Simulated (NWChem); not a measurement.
System: CH₄N₂OSr

```xyz
9

Sr    -0.1442    -0.5382     0.0000
O      0.3138    -2.6497     0.0000
H      0.5847    -3.5682     0.0000
C      0.1480     2.3073     0.0000
N      0.0630     1.6692    -1.1575
N      0.0630     1.6692     1.1575
H      0.2976     3.4086     0.0000
H      0.1580     2.2990    -1.9463
H      0.1580     2.2990     1.9463
```
Atoms are numbered in this order, from 1.

The geometry was optimised at PBE0/def2-SVP. No frequency run checked for a minimum. def2 effective core potentials on Sr; no spin-orbit coupling.

Symmetry labels are those of Cs in the frame above (b1 and b2, or b-type labels, depend on it).

Problem. List the 4 lowest vertical singlet excitations from PBE0/def2-SVPD with def2 effective core potentials on Sr, TDA (NWChem).

Solution. 
| state | energy (eV) | oscillator strength | symmetry | leading excitation (squared amplitude) |
|---|---|---|---|---|
| S1 | 4.29 | 0.001 | a" | HOMO → LUMO (0.99) |
| S2 | 4.90 | 0.025 | a" | HOMO−1 → LUMO (0.98) |
| S3 | 4.93 | 0.031 | a' | HOMO−2 → LUMO (0.98) |
| S4 | 5.38 | 0.030 | a" | HOMO → LUMO+1 (0.67) |
